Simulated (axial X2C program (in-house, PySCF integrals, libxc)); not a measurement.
**Potential curves of InCl⁻, with spin–orbit coupling**

All values were computed with an axial X2C code built on PySCF integrals. Two-component (2c) means X2C with spin–orbit coupling and atomic mean-field two-electron Coulomb and Gaunt terms. Basis: In dyall-acv3z [12s13p10d5f1g], Cl dyall-av3z [9s8p3d2f] (cores contracted in-house); Gaussian nuclei, density fitting, unrestricted open shells. Masses: In 114.904 u, Cl 34.969 u.

State: Ω = 1/2 (⟨Sz⟩ = -0.50, ⟨Lz⟩ = 1.00 at HF). Energies in eV from the fragments at the same level (In + Cl-). Fits are polynomials in 1 − R0/R over 0.85 to 1.23 times the lowest point R0.

```tsv
R (Å)	MP2	CCSD(T)
2.2507	-0.7937	
2.3542	-1.0772	-1.0690
2.4318	-1.1960	-1.1924
2.5094	-1.2583	-1.2589
2.5870	-1.2796	-1.2840
2.6775	-1.2681	-1.2763
2.7681	-1.2300	-1.2415
2.8845	-1.1572	-1.1723
3.0268	-1.0500	
3.2338	-0.8868
```

Correlated methods: 11 electrons correlated (number of frozen shells: In 4 s, 3 p, 2 d; Cl 2 s, 1 p), 289 virtual spin orbitals or spinors in MP2, 90 natural virtuals in coupled cluster.

One determinant describes the state; a PBE0 search over occupations chose it and may have missed a lower one. De is counted from the lowest determinant-based energies of the atoms at the same level, without counterpoise correction. CCSD and (T) use frozen natural virtuals with an MP2 correction for the truncation; (T) itself is uncorrected, so its De runs slightly low. With the outer-core shells frozen, correlated bond lengths of heavy atoms tend to come out a few hundredths of an ångström too long. Coupled cluster ran on the points near the minimum only. MP2 and coupled cluster on one determinant become unreliable at the stretched end.

Problem. Fit the MP2 curve near its minimum: give the equilibrium distance, the harmonic wavenumber and the well depth.

Solution. At MP2, 2c: Re = 2.601 Å, ωe ≈ 215 cm⁻¹, De = 1.28 eV to In + Cl-; Be follows as 0.093 cm⁻¹.

Problem. What are Re, ωe and De at the CCSD(T) level?

Solution. At CCSD(T), 2c: Re = 2.611 Å, ωe ≈ 212 cm⁻¹, De = 1.29 eV to In + Cl-; Be follows as 0.0923 cm⁻¹.
